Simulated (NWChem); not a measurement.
System meant: GeI cation, singlet

NWChem input:

```
start job
memory heap 200 mb stack 900 mb global 1100 mb
charge 1
geometry units angstroms noautoz
  Ge     0.000000     0.000000    -1.505068
  I      0.000000     0.000000     0.900773
end
basis spherical
  * library def2-svp
end
dft
  xc xpbe96 cpbe96
  iterations 150
  mulliken
end
task dft energy
```

End of the output:

```
             Grid Information
             ----------------
          Grid used for XC integration:  medium
          Radial quadrature: Mura-Knowles
          Angular quadrature: Lebedev.
          Tag              B.-S. Rad. Rad. Pts. Rad. Cut. Ang. Pts.
          ---              ---------- --------- --------- ---------
          Ge                  1.25      112           9.0       590
          I                   1.40      123           9.0       590
          Grid pruning is: on
          Number of quadrature shells:   235
          Spatial weights used:  Erf1

          Convergence Information
          -----------------------
          Convergence aids based upon iterative change in
          total energy or number of iterations.
          Levelshifting, if invoked, occurs when the
          HOMO/LUMO gap drops below (HL_TOL):  1.00D-02
          DIIS, if invoked, will attempt to extrapolate
          using up to (NFOCK): 10 stored Fock matrices.

                    Damping( 0%)  Levelshifting(0.5)       DIIS
                  --------------- ------------------- ---------------
          dE  on:    start            ASAP                start
          dE off:    2 iters        150 iters           150 iters

      Screening Tolerance Information
      -------------------------------
          Density screening/tol_rho:  1.00D-10
          AO Gaussian exp screening on grid/accAOfunc:  14
          CD Gaussian exp screening on grid/accCDfunc:  20
          XC Gaussian exp screening on grid/accXCfunc:  20
          Schwarz screening/accCoul:  1.00D-08

      Superposition of Atomic Density Guess
      -------------------------------------

      charge =      53.0 I (Iodine)

      symmetry species            s     p     d     f
      number of basis functions =10     7     6
      number of cont. functions = 4     4     2
      number of closed shells   = 5     3     2
      number of open shells     = 0     1     0
      open shell occupation     = 0     5     0
 ------------------------------------------------------------------------
 atomscf:atomd: error in atom scf                   0
 ------------------------------------------------------------------------
 ------------------------------------------------------------------------
  current input line :
    16: task dft energy
 ------------------------------------------------------------------------
 ------------------------------------------------------------------------
 This error has not yet been assigned to a category
 ------------------------------------------------------------------------
 For more information see the NWChem manual at https://nwchemgit.github.io

0:atomscf:atomd: error in atom scf:Received an Error in Communication
```

Problem. Can this run be used? If not, why, and what is the fix?

Solution. The run crashed. Cause: the def2 basis of a heavy element holds valence functions alone and wants its effective core potential (without it all electrons must fit into that basis). This input runs:
```
start job
memory heap 200 mb stack 900 mb global 1100 mb
charge 1
geometry units angstroms noautoz
  Ge     0.000000     0.000000    -1.505068
  I      0.000000     0.000000     0.900773
end
basis spherical
  * library def2-svp
end
ecp
  I library def2-ecp
end
dft
  xc xpbe96 cpbe96
  iterations 150
  mulliken
end
task dft energy
```
It converges to -2373.86090 Ha (PBE/def2-SVP with def2 effective core potentials on I).
